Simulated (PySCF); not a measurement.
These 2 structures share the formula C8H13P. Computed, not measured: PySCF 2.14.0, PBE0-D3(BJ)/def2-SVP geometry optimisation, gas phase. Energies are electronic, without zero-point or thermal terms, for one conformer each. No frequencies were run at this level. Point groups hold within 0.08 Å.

Task: Rank from lowest to highest electronic energy at this level (kcal/mol).
A. `[CH2:1]=[CH:2][CH:3]1[CH2:4][P:5]([CH:6]2[CH2:7][CH2:8]2)[CH2:9]1` with C1–C2–C3–C4 -123°, C4–P5–C6–C7 -107°, C2–C3–C4–P5 -143°, C3–C4–P5–C6 -82°, P5–C6–C7–C8 -107°, C4–P5–C9–C3 -16°
B. `[CH2:1]=[CH:2][C:3]1=[C:4]([CH3:5])[CH2:6][P:7]([CH3:8])[CH2:9]1` with C1–C2–C3–C4 177°, C3–C4–C6–P7 -14°, C4–C6–P7–C8 -80°, C6–P7–C9–C3 -18°, C2–C3–C9–P7 -168°

Result: B (0.0), A (32.1).

As drawn, the higher has a three-membered ring and a four-membered ring, which the lower lacks.

```tsv
SMILES	E (Eh)	E rel (kcal/mol)	dipole (D)	point group	A, B, C (MHz)
C=CC1=C(C)CP(C)C1	-653.19109	0.0	1.44	C1	1869, 1108, 813.7
C=CC1CP(C2CC2)C1	-653.13987	32.1	1.15	Cs	3437, 684.3, 667.5
```

Task: How do the relative energies change in single points at PBE0/pcSseg-1 (no added dispersion term) on the same geometries?

Result: 
| SMILES | PBE0-D3(BJ)/def2-SVP (kcal/mol) | PBE0/pcSseg-1 (kcal/mol) | shift |
| --- | --- | --- | --- |
| C=CC1=C(C)CP(C)C1 | 0.0 | 0.0 | 0.0 |
| C=CC1CP(C2CC2)C1 | 32.1 | 31.7 | -0.4 |

Each column counts from its own lowest isomer. The order is unchanged; the largest shift is 0.4 kcal/mol.
